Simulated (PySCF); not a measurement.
**Computed properties of ReO3F, SMILES [O]=[Re]([F])(=[O])=[O], multiplicity 1**

ReO₃F, SMILES [O]=[Re](=[O])(=[O])[F], multiplicity 1. Coordinates come from a PBE0-D3(BJ)/def2-SVP optimisation. The spin state was assumed, not searched. The def2 effective core potentials stand for the cores of Re; spin–orbit coupling is left out. One conformer was computed; it need not be the lowest. All values are computed for the isolated molecule unless a solvent is named; none is compared with measurement here.

**Structure.** The optimised structure has C3v symmetry. All 9 harmonic modes at PBE0-D3(BJ)/def2-SVP (PySCF) are real, so it is a minimum. With heavy atoms numbered as in [Re:1](=[O:2])(=[O:3])(=[O:4])[F:5], the shortest bond between them is Re1–O4 at 1.689 Å and the longest Re1–F5 at 1.848 Å.

**Vibrations.** The strongest infrared lines (harmonic, unscaled, degenerate partners summed) lie at 1040 cm⁻¹ (350 km/mol, O 89 %, Re 11 %), 727 cm⁻¹ (94 km/mol, F 88 %, Re 11 %), 1081 cm⁻¹ (19 km/mol, O 97 %). The softest mode is at 231 cm⁻¹ and the zero-point energy is 7.7 kcal/mol.

**Electronic structure.** HF/def2-TZVP (PySCF) places the frontier levels at -14.41 and 0.13 eV, a gap of 14.54 eV, and gives a dipole moment of 1.33 D and a mean polarisability of 38.6 bohr³. PBE/def2-TZVP (PySCF) at the same geometry gives -8.55 and -3.91 eV, so its gap is 9.90 eV narrower. An orbital gap is neither the optical nor the fundamental gap.

**Excitations.** TDA-B3LYP/def2-SVPD (PySCF) has S1 at 4.81 eV (258 nm, f = 0.002, dark); the most intense of the 10 singlets computed lies at 6.74 eV (f = 0.02). Strengths of degenerate partners are summed. T1 (TDA) is at 4.32 eV, 0.49 eV under S1. TDA-PBE/def2-SVPD (PySCF) puts S1 at 4.79 eV. No vertical singlet excitation falls in the visible range (under 3.1 eV).
